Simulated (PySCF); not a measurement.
## Working out the ionisation energy of As

As [Ar] 3d10 4s2 4p3 (4S) → As⁺ [Ar] 3d10 4s2 4p2 (3P). Computed with PySCF 2.14 in cc-pVTZ-PP with ECP10MDF (5s4p3d1f, 39 functions), with a scalar-relativistic core potential. Frozen: 3s2 3p6 3d10. Energies in hartree (1 hartree = 27.21139 eV):

```tsv
part	As (lower)	As⁺ (upper)
UHF	-331.210153	-330.863829
CCSD correlation	-0.085569	-0.069428
(T)	-0.002787	-0.001632
```

Q: What does Hartree-Fock give?

A: (-330.863829) − (-331.210153) = 0.346324 hartree = 9.424 eV.

Q: What do CCSD and CCSD(T) give?

A: The CCSD correlation energies differ by 0.016141 hartree = 0.439 eV and the triples by 0.001155 hartree = 0.031 eV, so CCSD gives 9.863 eV and CCSD(T) 9.894 eV.

Measured between the centres of the two terms (NIST): 10.008 eV, so CCSD(T) (valence) is off by -0.114 eV.

What remains against the reference includes basis incompleteness, the frozen core and higher excitations.
